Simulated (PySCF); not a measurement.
Si(Me)2(Cl)2 (C2H6Cl2Si), SMILES C[Si](C)(Cl)Cl.

Geometry optimised at r2SCAN-D4/def2-SVP. The isomer is the one that the SMILES or the coordinates give; other isomers of the formula were not compared.

Computed with r2SCAN-D4/def2-SVP (PySCF).

Frequencies are harmonic and unscaled.

Computed vibrational spectrum:
| mode | ν (cm⁻¹) | IR (km/mol) | Raman (Å⁴/amu) | depolarisation | moving atoms (share of kinetic energy) |
|---|---|---|---|---|---|
| 1 | 160 | 1.5 | 2.7 | 0.73 | Cl 53 %, C 30 %, H 15 % |
| 2 | 161 | 0.0 | 0.0 | – | H 98 % |
| 3 | 166 | 0.0 | 2.2 | 0.75 | C 44 %, Cl 28 %, H 28 % |
| 4 | 173 | 0.0 | 0.0 | – | H 99 % |
| 5 | 215 | 1.1 | 1.6 | 0.75 | H 31 %, C 29 %, Cl 29 %, Si 11 % |
| 6 | 220 | 2.8 | 2.2 | 0.72 | Cl 36 %, C 24 %, H 24 %, Si 16 % |
| 7 | 234 | 12.3 | 2.8 | 0.75 | C 30 %, Si 29 %, Cl 22 %, H 19 % |
| 8 | 470 | 32.1 | 12.8 | 0.01 | Cl 53 %, C 21 %, Si 19 % |
| 9 | 554 | 105.7 | 3.5 | 0.75 | Si 51 %, Cl 38 %, H 9 % |
| 10 | 691 | 42.6 | 10.3 | 0.20 | C 46 %, Si 28 %, H 23 % |
| 11 | 695 | 0.0 | 2.5 | 0.75 | H 66 %, C 29 % |
| 12 | 748 | 0.0 | 1.3 | 0.75 | H 78 %, C 21 % |
| 13 | 805 | 102.5 | 0.9 | 0.75 | Si 41 %, H 31 %, C 28 % |
| 14 | 832 | 144.2 | 0.2 | 0.75 | H 63 %, C 22 %, Si 15 % |
| 15 | 855 | 101.6 | 0.6 | 0.34 | H 64 %, C 23 %, Si 13 % |
| 16 | 1259 | 47.5 | 0.7 | 0.75 | H 76 %, C 23 % |
| 17 | 1263 | 18.5 | 0.4 | 0.29 | H 78 %, C 21 % |
| 18 | 1416 | 3.2 | 0.0 | – | H 96 % |
| 19 | 1417 | 0.0 | 21.2 | 0.75 | H 96 % |
| 20 | 1424 | 4.4 | 21.0 | 0.75 | H 96 % |
| 21 | 1430 | 8.7 | 0.1 | 0.75 | H 96 % |
| 22 | 3038 | 0.1 | 0.6 | 0.75 | H 97 % |
| 23 | 3039 | 1.0 | 281.4 | 0.00 | H 97 % |
| 24 | 3146 | 0.0 | 20.3 | 0.75 | H 91 %, C 9 % |
| 25 | 3147 | 2.9 | 149.5 | 0.75 | H 91 %, C 9 % |
| 26 | 3157 | 0.7 | 106.6 | 0.74 | H 91 %, C 9 % |
| 27 | 3157 | 0.1 | 59.3 | 0.75 | H 91 %, C 9 % |
